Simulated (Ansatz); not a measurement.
Cost and result for the atomization energy of `[SiH3]N[SiH](Cl)Cl` (10 atoms, 9 bonds).

| atom | x (Å) | y (Å) | z (Å) |
| --- | --- | --- | --- |
| Si1 | -0.6589 | 1.4276 | -0.3913 |
| N2 | -0.3528 | -0.2810 | -0.4239 |
| Si3 | 0.7920 | -1.1459 | 0.4826 |
| Cl4 | -0.0019 | -1.9914 | 2.1725 |
| Cl5 | 1.5353 | -2.6810 | -0.6447 |
| H6 | -0.6253 | 1.9892 | -1.7663 |
| H7 | 0.4125 | 2.0343 | 0.4354 |
| H8 | -1.9851 | 1.7378 | 0.2036 |
| H9 | -0.9953 | -0.8425 | -0.9675 |
| H10 | 1.8794 | -0.2470 | 0.8995 |

Charge 0, multiplicity 1. The structure was optimised at the PBE0-D4/def2-TZVP level. It is one conformer, not always the lowest. Program: Ansatz. All runs use 4 threads of an Intel Xeon Platinum 8175M on a shared host. Times are those of one run each, without the atoms' runs, and a repeat can differ threefold. Electronic energies, without spin–orbit coupling; frozen cores. CCSD(T)/CBS adds CCSD(T) − MP2 in def2-TZVPP to the MP2 limit, and its time is that of the two runs behind it. T1 = 0.010. B3LYP takes the VWN-RPA correlation (the form of Gaussian; ORCA's B3LYP/G).

CCSD(T)/CBS is a level of theory with its own doubt, some kJ/mol a heavy atom from the limit and from the frozen cores, so smaller differences don't rank the functionals.

```
                             level  functions  wall time
   PBE-D4/def2-TZVPP (with forces)        269      2.9 s
                PBE0-D4/def2-TZVPP        269      4.3 s
r2SCAN-D4/def2-TZVPP (with forces)        269      5.5 s
 B3LYP-D4/def2-TZVPP (with forces)        269      6.5 s
                 B2PLYP/def2-TZVPP        269      6.5 s
                ωB97X-V/def2-TZVPP        269        9 s
  ωB97M-V/def2-TZVPP (with forces)        269       13 s
                    MP2/def2-QZVPP        487       25 s
                CCSD(T)/def2-TZVPP        269      110 s
                 CCSD(T)/CBS(def2)          –    2.3 min
```

Question: What atomization energy does each give, and how far from CCSD(T)/CBS? (An estimate is asked.)

Answer: Computed: 
```csv
level,atomization (kJ/mol),difference from CCSD(T)/CBS,per bond
PBE-D4/def2-TZVPP (with forces),3255.7,-11.4,-1.3
PBE0-D4/def2-TZVPP,3229.4,-37.7,-4.2
r2SCAN-D4/def2-TZVPP (with forces),3254.7,-12.4,-1.4
B3LYP-D4/def2-TZVPP (with forces),3242.1,-25.0,-2.8
B2PLYP/def2-TZVPP,3203.8,-63.3,-7.0
ωB97X-V/def2-TZVPP,3287.8,20.7,2.3
ωB97M-V/def2-TZVPP (with forces),3278.9,11.8,1.3
MP2/def2-QZVPP,3271.5,4.4,0.5
CCSD(T)/def2-TZVPP,3156.9,-110.2,-12.2
CCSD(T)/CBS(def2),3267.1,0.0,0.0
```

In def2-TZVPP, CCSD(T) changes the Hartree–Fock value by +758.2 kJ/mol (the triples alone add +45.4 kJ/mol) and MP2 by +806.6 kJ/mol; breaking electron pairs costs correlation energy, which Hartree–Fock lacks. The D4 term adds +48.8 kJ/mol with B3LYP and +25.8 kJ/mol with PBE0; it sums over pairs of atoms, weighted by their polarisabilities, and B3LYP, whose exchange is more repulsive, gets the larger term. From PBE to PBE0 (25 % exact exchange), in def2-TZVPP and without D4, the atomization energy moves by −22.0 kJ/mol: exact exchange takes away binding that semilocal exchange gives to molecules.
